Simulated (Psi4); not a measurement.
Here is a job for Psi4.
```
memory 2 GB

molecule {
0 1
As   -0.00000000   -0.00000000   -1.04699221
As    0.00000000    0.00000000    1.04699221
}

set {
  basis def2-qzvp
}

energy('b3lyp')
print_variables()
```

Question: Estimate the number of basis functions that B3LYP/def2-QZVP in Psi4 returns for this input.

Answer: 150

Question: Give the total energy at the level B3LYP/def2-QZVP.

Answer: -4471.9456 Eh

Question: Give the nuclear repulsion energy at the level B3LYP/def2-QZVP.

Answer: 275.2045 Eh
